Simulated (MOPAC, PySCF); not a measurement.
H3AlO3, SMILES `[OH][Al]([OH])[OH]`, neutral singlet in the gas phase. 

Cartesian coordinates (Å):
SMILES: [OH][Al]([OH])[OH]
```xyz
7

O     -0.3112     1.6614     0.0917
Al     0.0000     0.0000     0.0001
O      1.5952    -0.5656     0.0343
O     -1.2840    -1.0959    -0.1260
H      0.3827     2.3181     0.1639
H      1.8192    -1.4958    -0.0149
H     -2.2019    -0.8222    -0.1491
```
Charge 0, multiplicity 1.

All levels are single points at this geometry (B3LYP-D3(BJ)/def2-TZVP); Pople sets use spherical d functions. Orbital energies aren't observables, and empty levels follow the basis.

HF/6-31G* in PySCF gives gap (eV) = 15.96.

Q: Estimate the gap (eV) from each of these levels: B3LYP-D3(BJ)/def2-TZVP in PySCF; PBE-D3(BJ)/def2-TZVP in PySCF; B3LYP/6-311+G** in PySCF; BP86/6-31G* in PySCF; M06-2X/6-31G* in PySCF; PBE/6-31G* in PySCF; SVWN5/6-31G* in PySCF; HF/3-21G in PySCF; HF/STO-3G in PySCF; PM3 in MOPAC; PM6 in MOPAC; PM7 in MOPAC.

A: 
```csv
level,gap (eV)
B3LYP-D3(BJ)/def2-TZVP in PySCF,7.93
PBE-D3(BJ)/def2-TZVP in PySCF,5.97
B3LYP/6-311+G** in PySCF,7.66
BP86/6-31G* in PySCF,5.89
M06-2X/6-31G* in PySCF,10.83
PBE/6-31G* in PySCF,5.73
SVWN5/6-31G* in PySCF,5.73
HF/3-21G in PySCF,15.98
HF/STO-3G in PySCF,19.61
PM3 in MOPAC,10.55
PM6 in MOPAC,13.70
PM7 in MOPAC,14.79
```
